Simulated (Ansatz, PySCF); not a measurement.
Pulling on the C4–H5 bond in CH5Bi (SMILES [CH3][BiH2]) (multiplicity 1 held, fragments rigid). Energies count from the point at 1.088 Å.
Geometry at that point (charge 0, multiplicity 1):
```tsv
atom	x (Å)	y (Å)	z (Å)
Bi	-0.1144	-0.1388	0.1427
H	0.1011	-1.4563	-1.0658
H	-1.6344	0.3793	-0.6723
C	1.1592	1.3240	-1.0635
H	0.9950	2.3241	-0.6682
H	0.8759	1.2806	-2.1106
H	2.2039	1.0455	-0.9423
```

R- and RO- levels are restricted; in cc, def2 and unpolarised 6-31G sets they are followed outwards from rest. U- levels take the lowest unrestricted solution at each point, which mixes spins at long bonds. Levels need not reach the same state.

Correlated levels freeze the cores. Filled d and f shells under p-block atoms count as core. Rows in LANL2DZ carry no dispersion term and start afresh at each structure. LANL2DZ brings its own core potentials from Na on.

The values were computed with Ansatz (Gaussian basis) for Hartree–Fock, density functionals and correlated methods; PySCF for LANL2DZ rows. Each number belongs to the level named beside it. In def2 rows elements past Kr take small-core potentials, without spin–orbit coupling.

```tsv
level	energy at R = 3.481 Å (kcal/mol)
R-HF/def2-TZVPP	181.95
R-PBE/def2-TZVPP	139.18
U-PBE/def2-TZVPP	113.58
U-r2SCAN/def2-TZVPP	111.63
U-B3LYP/LANL2DZ	116.31
R-B3LYP/def2-TZVPP	148.48
R-wB97X-V/def2-TZVPP	[?]
U-MP2/def2-TZVPP	116.03
U-SCS-MP2/def2-TZVPP	117.33
```

**Question.** Fill in the missing entries.

**Answer.** 
- R-wB97X-V/def2-TZVPP, energy at R = 3.481 Å (kcal/mol): 170.53

Doubts at one or more of the structures used: a restricted determinant that unrestricted orbitals would lower (R-HF/def2-TZVPP, R-PBE/def2-TZVPP, R-B3LYP/def2-TZVPP, R-wB97X-V/def2-TZVPP); a spin-contaminated determinant (U-PBE/def2-TZVPP, U-r2SCAN/def2-TZVPP, U-B3LYP/LANL2DZ, U-MP2/def2-TZVPP, U-SCS-MP2/def2-TZVPP).

Ansatz is a first-principles code.
